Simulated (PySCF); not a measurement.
# Dipole polarisabilities along the 4d series, charge +1

Calculated with PySCF 2.14 for the ground configurations, without spin-orbit coupling: coupled response for Hartree-Fock and DFT. Mean α in bohr³, C₆ of like pairs in atomic units.

```csv
species,α UHF,α PBE,α PBE0,C₆ UHF,C₆ PBE,C₆ PBE0
"Zr⁺ [Kr] 4d2 5s1 (aug-cc-pVTZ-PP with ECP28MDF, ECP)",78.70,56.81,60.67,719.0,483.4,521.8
"Nb⁺ [Kr] 4d4 (aug-cc-pVTZ-DK, spin-free X2C)",23.38,n/a,26.29,149.1,n/a,170.0
"Mo⁺ [Kr] 4d5 (aug-cc-pVTZ-DK, spin-free X2C)",18.10,22.07,20.40,116.0,144.6,132.6
"Tc⁺ [Kr] 4d5 5s1 (aug-cc-pVTZ-DK, spin-free X2C)",46.85,33.96,36.15,355.8,252.3,267.9
"Ru⁺ [Kr] 4d7 (aug-cc-pVTZ-PP with ECP28MDF, ECP)",13.25,16.38,15.25,82.89,105.1,97.22
"Rh⁺ [Kr] 4d8 (aug-cc-pVTZ-DK, spin-free X2C)",11.33,13.76,12.88,69.75,86.53,80.53
"Pd⁺ [Kr] 4d9 (aug-cc-pVTZ-DK, spin-free X2C)",9.829,11.88,11.13,59.07,72.85,67.97
"Ag⁺ [Kr] 4d10 (aug-cc-pVTZ-PP with ECP28MDF, ECP)",8.429,10.29,9.645,48.99,61.08,57.02
"Cd⁺ [Kr] 4d10 5s1 (aug-cc-pVTZ-PP with ECP28MDF, ECP)",32.37,22.06,23.69,192.3,131.2,139.8
```

The values depend on the diffuse functions of the basis.
